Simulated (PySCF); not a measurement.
**A failing input for KZn**

```python
from pyscf import gto, scf, mp

mol = gto.M(
    atom='K 0 0 0; Zn 0 0 3.135',
    basis='sbkjc',
    ecp={'K': 'sbkjc', 'Zn': 'sbkjc'},
    charge=0,
    spin=1,
    verbose=4,
)
mf = scf.UHF(mol)
mf.max_cycle = 5
mf.kernel()
mp.MP2(mf).kernel()
mf.dip_moment()
print('orbital energies (hartree):', [e[max(0, n-3):n+3].round(4) for e, n in zip(mf.mo_energy, mol.nelec)])
```

```bash
$ OMP_NUM_THREADS=1 python input.py
```

The log, shortened:

```
[earlier lines left out]
method = UHF
initial guess = minao
damping factor = 0
level_shift factor = 0
DIIS = <class 'pyscf.scf.diis.CDIIS'>
SCF conv_tol = 1e-09
SCF max_cycles = 5
number electrons alpha = 11  beta = 10
init E= -215.392525783848

cycle= 1 E= -168.336115763739  delta_E= 47.1  |g|= 9.41  |ddm|= 10.6

cycle= 2 E= -205.343801794762  delta_E=  -37  |g|= 7.75  |ddm|= 11.7
cycle= 3 E= -222.845793206737  delta_E= -17.5  |g|= 3.15  |ddm|= 5.75
cycle= 4 E= -224.350963360208  delta_E= -1.51  |g|= 1.63  |ddm|= 1.48
cycle= 5 E= -224.996013329191  delta_E= -0.645  |g|= 0.281  |ddm|= 1.56
SCF not converged.
SCF energy = -224.996013329191 after 5 cycles  <S^2> = 0.75939852  2S+1 = 2.0093765

******** <class 'pyscf.mp.ump2.UMP2'> ********
nocc = (np.int64(11), np.int64(10)), nmo = (39, 39)
Init E(MP2) = -0.425646938853675
cycle = 1  E_corr(MP2) = -0.4217249399481  dE = 0.00392199891  norm(t2) = 0.00747105
cycle = 2  E_corr(MP2) = -0.421796303284886  dE = -7.13633368e-05  norm(t2) = 0.000394457
cycle = 3  E_corr(MP2) = -0.421794490325833  dE = 1.81295905e-06  norm(t2) = 2.72483e-05
cycle = 4  E_corr(MP2) = -0.421794452177355  dE = 3.81484779e-08  norm(t2) = 4.07057e-07
E(UMP2) = -225.417807781368  E_corr = -0.421794452177355
E(SCS-UMP2) = -225.384361861113  E_corr = -0.388348531922377
E_corr(same-spin) = -0.13592862771975
E_corr(oppo-spin) = -0.285865824457606
Dipole moment(X, Y, Z, Debye):  0.00000,  0.00000, -12.94450
orbital energies (hartree): [array([-0.6693, -0.302 , -0.1258, -0.029 ,  0.0045,  0.0121]), array([-0.6721, -0.6706, -0.2276, -0.0276,  0.0055,  0.0077])]
```

Which setting is at fault, why, and what does a mended input give?

The cycle limit (5): the limit is below the number of cycles that the SCF needs. With this edit
```diff
- mf.max_cycle = 5
```
the run finishes: E(SCF) = -225.051903 Eh, E(MP2) − E(SCF) = -0.42616 Eh, ⟨S²⟩ = 0.761, μz(SCF) = -5.09 D.

The bond length is a typed value, not an optimised one. No search for the lowest solution was made.
